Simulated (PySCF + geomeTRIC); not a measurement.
A geometry relaxed with B3LYP-D3(BJ)/def2-TZVP (PySCF + geomeTRIC), charge 0, multiplicity 1:

```xyz
7

H      2.2926    -1.6735    -0.0289
H     -0.9239     1.8157     1.2259
N      0.4670    -1.3398    -1.1141
H     -2.0091     1.3065    -0.1912
C      1.3563    -1.1396    -0.1894
Si     0.0111    -0.0242    -0.0394
C     -1.1021     1.1700     0.3794
```

**Question.** Write the SMILES of this molecule.

**Answer.** `C=[si]1cn1`
